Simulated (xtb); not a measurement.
C7H10, quintet, at a GFN2-xTB geometry of the parent state (a higher spin typed on purpose: for a closed-shell molecule this is an excited state); GFN2-xTB (xtb).

xtb was given this input:
```
$ xtb mol.xyz --gfn 2 --chrg 0 --uhf 4 --json

# file mol.xyz
17

C      1.32272087     0.39661170    -0.60874745
C      0.65583113     1.35910106     0.01395122
C     -0.43951356     0.70426990     0.81546597
C     -1.46376090     0.19257323    -0.22539064
C     -0.68939898    -0.92502547    -0.94843992
C      0.68183838    -0.91412254    -0.23158024
C      0.24857962    -0.60772382     1.20556367
H      2.12640607     0.49233259    -1.31606908
H      0.78895133     2.42261564    -0.06724000
H     -0.87275457     1.30119303     1.61455339
H     -1.77485822     0.98803604    -0.90137047
H     -2.34972375    -0.19703434     0.27552267
H     -0.58178691    -0.73386547    -2.01538361
H     -1.17515213    -1.89223615    -0.82121665
H      1.28069447    -1.80677471    -0.39619861
H      1.09152160    -0.45950682     1.87923150
H     -0.43107726    -1.34886421     1.62323525
```

What the program printed (banner, timings and long lists left out):

```
   ID    Z sym.   atoms
    1    6 C      1-7
    2    1 H      8-17

           -------------------------------------------------
          |                Calculation Setup                |
           -------------------------------------------------

           -------------------------------------------------
          |                 G F N 2 - x T B                 |
           -------------------------------------------------

          ...................................................
          :                      SETUP                      :
          :.................................................:
          :  # basis functions                  38          :
          :  # atomic orbitals                  38          :
          :  # shells                           24          :
          :  # electrons                        38          :
          :  max. iterations                   250          :
          :  Hamiltonian                  GFN2-xTB          :
          :  restarted?                      false          :
          :  GBSA solvation                  false          :
          :  PC potential                    false          :
          :  electronic temp.          300.0000000     K    :
          :  accuracy                    1.0000000          :
          :  -> integral cutoff          0.2500000E+02      :
          :  -> integral neglect         0.1000000E-07      :
          :  -> SCF convergence          0.1000000E-05 Eh   :
          :  -> wf. convergence          0.1000000E-03 e    :
          :  Broyden damping             0.4000000          :
          :  net charge                          0          :
          :  unpaired electrons                  4          :
          ...................................................

 iter      E             dE          RMSdq      gap      omega  full diag
   1    -19.6991925 -0.196992E+02  0.244E+00    0.11       0.0  T
   2    -19.7246388 -0.254463E-01  0.139E+00    0.06       1.0  T
   3    -19.7183675  0.627126E-02  0.895E-01    0.10       1.0  T
   4    -19.7208365 -0.246896E-02  0.530E-01    0.05       1.0  T
   5    -19.7284603 -0.762378E-02  0.170E-01    0.10       1.0  T
   6    -19.7286822 -0.221963E-03  0.618E-02    0.08       1.0  T
   7    -19.7286651  0.170819E-04  0.541E-02    0.09       1.0  T
   8    -19.7286963 -0.312027E-04  0.119E-02    0.08       2.0  T
   9    -19.7286995 -0.315751E-05  0.288E-03    0.08       8.4  T
[...]
         :: total energy             -19.410490443111 Eh    ::
[...]
largest (>0.10) Wiberg bond orders for each atom

 ---------------------------------------------------------------------------
     #   Z sym  total        # sym  WBO       # sym  WBO       # sym  WBO
 ---------------------------------------------------------------------------
     1   6 C    3.248 --     2 C    1.090     6 C    0.944     8 H    0.916
     2   6 C    3.248 --     1 C    1.090     3 C    0.944     9 H    0.916
     3   6 C    3.785 --    10 H    0.960     2 C    0.944     7 C    0.883
                             4 C    0.680
     4   6 C    3.805 --     5 C    1.055    11 H    0.931    12 H    0.851
                             3 C    0.680
     5   6 C    3.805 --     4 C    1.055    13 H    0.931    14 H    0.851
                             6 C    0.680
     6   6 C    3.785 --    15 H    0.960     1 C    0.944     7 C    0.883
                             5 C    0.680
     7   6 C    3.872 --    16 H    0.943    17 H    0.934     6 C    0.883
                             3 C    0.883
     8   1 H    0.991 --     1 C    0.916
     9   1 H    0.991 --     2 C    0.916
    10   1 H    0.997 --     3 C    0.960
    11   1 H    0.995 --     4 C    0.931
    12   1 H    0.981 --     4 C    0.851
    13   1 H    0.995 --     5 C    0.931
    14   1 H    0.981 --     5 C    0.851
    15   1 H    0.997 --     6 C    0.960
    16   1 H    0.988 --     7 C    0.943
    17   1 H    0.992 --     7 C    0.934
 ---------------------------------------------------------------------------

Topologies differ in total number of bonds
Writing topology from bond orders to xtbtopo.mol

molecular dipole:
                 x           y           z       tot (Debye)
 q only:       -0.287      -0.030      -0.261
   full:       -0.253       0.009      -0.284       0.967
molecular quadrupole (traceless):
                xx          xy          yy          xz          yz          zz
 q only:        0.735       0.862       0.248      -0.361       0.275      -0.983
  q+dip:        0.576       1.889       1.166      -1.853      -0.428      -1.743
   full:        0.637       1.676       0.733      -1.192      -0.372      -1.370

           -------------------------------------------------
          | TOTAL ENERGY              -19.410490443111 Eh   |
          | GRADIENT NORM               0.468483104424 Eh/α |
          | HOMO-LUMO GAP               0.083455277709 eV   |
           -------------------------------------------------

normal termination of xtb
```
